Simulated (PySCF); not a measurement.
SMILES F[SiH2]O[SiH](F)F (CAM-B3LYP/def2-SVP optimised geometry):

```
9

Si     1.514    -0.163    -0.057
F      2.030    -0.418    -1.564
O     -0.082    -0.546     0.000
Si    -1.702    -0.546     0.000
F     -2.217    -1.211     1.363
F     -2.231     0.967     0.000
H      2.257    -1.069     0.840
H      1.700     1.269     0.254
H     -2.257    -1.269    -1.145
```

Calculation: CAM-B3LYP/def2-TZVP run with PySCF.

### Question
What are the frontier orbital energies and the dipole moment?

### Answer
HOMO-2 -12.84 eV, HOMO-1 -12.05 eV, HOMO -11.10 eV, LUMO 1.20 eV, LUMO+1 1.44 eV; dipole moment 0.77 D.

On the same geometry PySCF with PBE/def2-TZVP gives HOMO-2 -9.46 eV, HOMO-1 -8.94 eV, HOMO -8.15 eV, LUMO -0.65 eV, LUMO+1 -0.41 eV; dipole moment 0.72 D.

Meta-Löwdin charges at CAM-B3LYP/def2-TZVP: Si1 1.19, F2 -0.50, O3 -0.84, Si4 1.52, F5 -0.50, F6 -0.50, H7 -0.12, H8 -0.12, H9 -0.13.
